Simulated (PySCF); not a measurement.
**Correlation energy of Si⁺ (silicon, charge +1)**

[Ne] 3s2 3p1, 2P determinant. Calculation: PySCF 2.14, in cc-pVDZ-DK (4s3p1d, 18 functions); scalar relativity by spin-free X2C-1e. Frozen: [Ne]; 3 electrons correlated.

MP2 pair energies summed by pair of shells (mhartree):

| pair | energy | share (%) |
| --- | --- | --- |
| 3s-3s | -20.25 | 58.3 |
| 3s-3p | -14.47 | 41.7 |

Total MP2 correlation energy: -34.72 mhartree.

Same-spin part -2.22 and opposite-spin part -32.50 mhartree; SCS-MP2 scales them by 1/3 and 6/5 to -39.74 mhartree.

```json
{"level": "CCSD", "correlation energy (mhartree)": "-53.03"}
{"level": "(T)", "correlation energy (mhartree)": "-0.63"}
{"level": "CCSD(T)", "correlation energy (mhartree)": "-53.66"}
```

Diagnostics: T1 = 0.012, D1 = 0.0275, largest double amplitude 0.109.

Is a single reference adequate?

Mostly. T1 lies below 0.03, but a double amplitude of this size points to a near-degeneracy that CCSD handles and MP2 describes poorly.
